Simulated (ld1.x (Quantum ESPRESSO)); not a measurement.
## Pseudopotential generation for chlorine: RRKJ, PBEsol, scalar-relativistic.

chlorine, norm-conserving RRKJ (Kleinman–Bylander form), made with ld1.x (Quantum ESPRESSO) 7.5 (PBEsol, scalar-relativistic). Core [Ne], reference 3s1.75 3p5.25. Waves: 3s (bound): rc 1.30 bohr; 3p (bound): rc 1.00 bohr. Local part: the p channel. Core correction: none. rho0 = 0.02.

All-electron outer shells of the reference configuration (PBEsol, scalar-relativistic, ld1.x):

| shell | level (eV) | outermost node (bohr) | outermost maximum (bohr) |
| --- | --- | --- | --- |
| 2s | -252.54 | 0.12 | 0.36 |
| 2p | -191.76 | – | 0.30 |
| 3s | -20.79 | 0.56 | 1.27 |
| 3p | -8.70 | 0.53 | 1.43 |

Task: Does the generator finish with these settings?

Result: Yes, a potential is produced and its reference levels are reproduced.

Task: Estimate the cutoffs (Ry, on a coarse ladder) from which the occupation-weighted sum of valence levels, in a spherical-Bessel basis at the reference potential, stays within 10 and 1 mRy of its value at 400 Ry.

Result: 120 Ry and 200 Ry.

Task: What does a ghost test show?

Result: No extra level below or beside the all-electron valence levels (s, p, d, f tested).

Task: Which valence shell sets the plane-wave cutoff?

Result: 3p: its level needs 140 Ry to come within 1 mRy, against 90 Ry for 3s.

Task: Tests: 3s2 3p5; 3s2 3p4; 3s2 3p3; 3s2 3p1; 3s2 3p2; 3s2 3p4.5; 3s2 3p5.3. Which has the largest error in its energy relative to the reference configuration, and how large is it?

Result: 3s2 3p1, with +206 meV (all-electron minus pseudo) on +126.66 eV.
